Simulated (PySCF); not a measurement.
## `InChI=1S/C6H12O4Si/c1-4(2)3-9-5(7)6(8)10-11/h4H,3H2,1-2,11H3`

Cartesian coordinates in Å; atom numbers follow the order of the lines, from 1:
```xyz
23

C    -1.9390   -0.4514    1.2662
C    -2.3811    0.2858    0.0046
C    -2.5924   -0.6879   -1.1517
C    -1.3566    1.3594   -0.3846
O    -0.0846    0.7732   -0.6726
C     0.8801    0.9134    0.2150
O     0.8248    1.5313    1.2453
C     2.1468    0.1699   -0.2556
O     2.3441   -0.1484   -1.3964
O     2.9696   -0.0628    0.7340
Si    4.4557   -0.8060    0.5560
H    -1.0277   -1.0161    1.0784
H    -2.7107   -1.1475    1.5851
H    -1.7479    0.2495    2.0753
H    -3.3198    0.8110    0.2115
H    -3.3005   -1.4626   -0.8688
H    -2.9783   -0.1681   -2.0252
H    -1.6495   -1.1577   -1.4203
H    -1.2347    2.0866    0.4245
H    -1.6666    1.8673   -1.3013
H     5.2760    0.0168   -0.3243
H     4.2392   -2.1392    0.0053
H     4.8485   -0.7893    1.9555
```

Computed with PySCF 2.14.0, GIAO BHandHLYP/pcSseg-1 magnetisability, rotational g tensor and spin-rotation constants, non-relativistic, gas phase. Geometry: GFN2-xTB.

(1) What are the magnetisability and the molar susceptibility?

(2) Split it along the inertial axes a, b, c into diamagnetic and paramagnetic parts about the centre of mass, with the quadrupole moment.

(3) And the rotational g tensor?

Answers

(1) Isotropic -1642 × 10⁻³⁰ J/T², or -98.9 × 10⁻⁶ cm³/mol; principal values -1809, -1618, -1499 × 10⁻³⁰ J/T², anisotropy 270 × 10⁻³⁰ J/T² (root of half the summed squared differences of the principal values). The susceptibility is in cgs units.

(2) 
```
axis  χ (10⁻⁶ cm³/mol)  diamagnetic (10⁻⁶ cm³/mol)  paramagnetic (10⁻⁶ cm³/mol)  summed x² of all electrons (Å²)  quadrupole Θ (D Å)
   a             -98.1                      -740.1                        641.9                            620.4              +22.31
   b             -90.5                     -2959.8                       2869.3                             97.2              -20.52
   c            -108.0                     -3044.1                       2936.2                             77.3               -1.79
```
Anisotropies 2χaa − χbb − χcc = +2.2 and 2χbb − χaa − χcc = +25.0 × 10⁻⁶ cm³/mol. Θ is traceless in Buckingham's convention.

(3) 
| axis | rotational constant (GHz) | g | nuclear part | electronic part |
| --- | --- | --- | --- | --- |
| a | 2.0784 | -0.0396 | 0.5872 | -0.6268 |
| b | 0.4271 | -0.0046 | 0.5711 | -0.5757 |
| c | 0.4140 | -0.0032 | 0.5678 | -0.5710 |

Asymmetric top; isotopes 12C, 1H, 16O, 28Si; no vibrational averaging.
